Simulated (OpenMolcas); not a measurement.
## Pd2+: ligand-field states by method

Pd2+ with 6 ligands (fluoride) in trigonal antiprismatic coordination (D3d) at 2.27 Å, a polar angle of 54.2° against the regular 54.74°. A charge of +0.667 e stands 2.8 Å behind each ligand. Ligand basis ANO-RCC-VDZP.

```yaml
Program: OpenMolcas 26.06
Basis: ANO-RCC-VDZP [6s5p3d1f]
Scalar_Hamiltonian: DKH2, point nucleus
Active_space: 8 electrons in 5 orbitals (4d)
State_averaging: 2S+1 = 3 even, 10 roots; 2S+1 = 1 even, 15 roots
Spin-orbit_coupling: state interaction with AMFI integrals over the reference wave functions
```

I. CASSCF
II. SS-CASPT2, IPEA 0.25 Eh, imaginary shift 0.1 Eh (closed shells correlated: 4s 4p and the ligand valence shells)
III. SS-CASPT2, IPEA 0.25 Eh, imaginary shift 0.2 Eh (closed shells correlated: 4s 4p and the ligand valence shells)

Spin-free states (labels of D3, the rotations of D3d) in cm-1, each column counted from its own energy of the first state listed:

```
State  Degeneracy      I     II    III
  3A2           1      0      0      0
   3E           2   7456   8420   8420
  3A1           1   7521   8330   8330
  3A2           1  12437  14640  14640
   3E           2  12597  14640  14640
   1E           2  13623  10190  10190
   1E           2  20708  18760  18760
  1A1           1  20821  18720  18720
  1A1           1  22007  18340  18340
   3E           2  23286  23310  23320
  3A2           1  23639  24010  24010
   1E           2  25224  23360  23370
  1A2           1  25289  23210  23220
   1E           2  30842  31700  31700
  1A1           1  31174  31870  31880
   1E           2  31416  32100  32100
  1A1           1  55260  49660  49770
```

From I to II, I's first state of the same spin (3E) moves from 7456 to 8420 cm-1, by about +960 cm-1. In II another state of that kind comes below it.

From I to II, I's first state of another spin (1E) moves from 13623 to 10190 cm-1, by about -3400 cm-1.

χT at 300 K: I 1.75, II 1.67, III 1.67 cm3 K/mol.

Roots that are degenerate in the reference are averaged as groups; the widest CASPT2 spread within a group is 67 cm-1 (the 2-fold group of multiplicity 3 near 14600 cm-1 above the lowest state of its run, II). Shifts and gaps below about the spread of the groups concerned are not significant. Over all roots computed the reference weight is 0.69 to 0.70 in II, 0.69 to 0.70 in III; a low but even weight reflects the number of correlated electrons. Real 4d8 and 5d8 ions are as a rule square planar and diamagnetic. Ligand-to-metal charge-transfer states are missing. With no ligand orbital active B as a rule stays too high, so bands that hang on it stand too high and its fall with covalency is understated. Without dynamic correlation the repulsion within the d shell is too large (B by tens of per cent), so at a given field states of lower spin stand too high (holds for I). With metal d orbitals alone the field can be off either way by tens of per cent (holds for I). With one d shell and no ligand orbital active, 10Dq can be off by a tenth or more (holds for II; III). Free-ion shares, where given, are those of the reference states; single-state CASPT2 does not remix them (holds for II; III). The distance lies 5 % over the 2.17 Å that this model takes as the normal distance (a Shannon-type radius plus a fixed donor radius); by an R⁻⁵ law this alone changes a d-shell field by about -20 %. No measured value stands beside these numbers; the geometry is a model, was not optimised and need not be the one that this ion takes.
